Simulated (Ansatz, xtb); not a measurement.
Breaking the Se3–H4 bond in CdFHSe (SMILES [F][Cd][SeH]) (multiplicity 1 held, fragments rigid). Energies count from the point at 1.473 Å.
Geometry at that point (charge 0, multiplicity 1):
| atom | x (Å) | y (Å) | z (Å) |
|---|---|---|---|
| Cd | 0.4182 | -0.5398 | 0.2903 |
| F | 1.5232 | -1.9575 | 1.0651 |
| Se | -0.9710 | 1.2188 | -0.7056 |
| H | -0.7684 | 2.0868 | 0.4677 |

Restricted levels (R-, RO-) in cc, def2 and unpolarised 6-31G sets keep to the state of the molecule at rest. Unrestricted levels (U-) break spin symmetry where that is lower. Levels need not reach the same state.

Frozen-core correlation. Filled d and f shells under p-block atoms count as core.

Programs: Ansatz (an electronic-structure program); xtb for the GFN methods.  In def2 rows elements past Kr take small-core potentials, without spin–orbit coupling. The GFN methods have no spin term and hold the electronic entropy of 300 K.

One of these levels gives 97.24 kcal/mol for the energy at R = 4.715 Å. Which?
A) R-HF/def2-SVP
B) U-HF/def2-SVP
C) R-MP2/def2-SVP
D) GFN2-xTB

C, R-MP2/def2-SVP. The others give 82.56 (GFN2-xTB), 172.78 (R-HF/def2-SVP), 58.12 (U-HF/def2-SVP)

Doubts at one or more of the structures used: a restricted determinant that unrestricted orbitals would lower (R-HF/def2-SVP, R-MP2/def2-SVP); a spin-contaminated determinant (U-HF/def2-SVP).
